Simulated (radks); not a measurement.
Values are calculated unless marked as measured or tabulated.
Ta+, configuration [Xe] 4f14 5d3 6s1. Code: a radial shooting solver on a logarithmic mesh with Libxc functionals. Model: Dirac Kohn-Sham, PBEsol, spin-unpolarised, spherical densities, finite nucleus; open shells are shared between the two j in proportion to 2j + 1; Fermi nuclear charge, rms radius 5.3507 fm.

Normalised radial functions P(r) = r R(r) (large component), r in bohr:

r,5p1/2,4f7/2
0.002314,0.0147,0.0000
0.003137,0.0212,0.0000
0.004251,0.0310,0.0000
0.005761,0.0457,0.0000
0.007808,0.0673,0.0000
0.01058,0.0979,0.0001
0.01434,0.1387,0.0003
0.01944,0.1876,0.0008
0.02634,0.2348,0.0024
0.0357,0.2579,0.0068
0.04838,0.2210,0.0185
0.06557,0.0894,0.0474
0.08816,-0.1229,0.1101
0.1195,-0.3276,0.2374
0.1619,-0.3321,0.4550
0.2195,-0.0199,0.7568
0.2974,0.4159,1.0671
0.4031,0.5146,1.2506
0.5463,0.0411,1.2074
0.7404,-0.6620,0.9678
1.003,-1.0413,0.6492
1.36,-0.9041,0.3621
1.843,-0.5074,0.1643
2.498,-0.1845,0.0585
3.385,-0.0405,0.0152
4.588,-0.0046,0.0025
6.218,-0.0002,0.0002
8.427,0.0000,0.0000

5p1/2: eigenvalue -52.962 eV, 3 radial nodes at r = 0.0750, 0.222, 0.556 bohr, <r> = 1.22 bohr, 90 % of the charge inside 1.79 bohr. 4f7/2: eigenvalue -31.004 eV, 0 radial nodes, <r> = 0.645 bohr, 90 % of the charge inside 1.08 bohr.
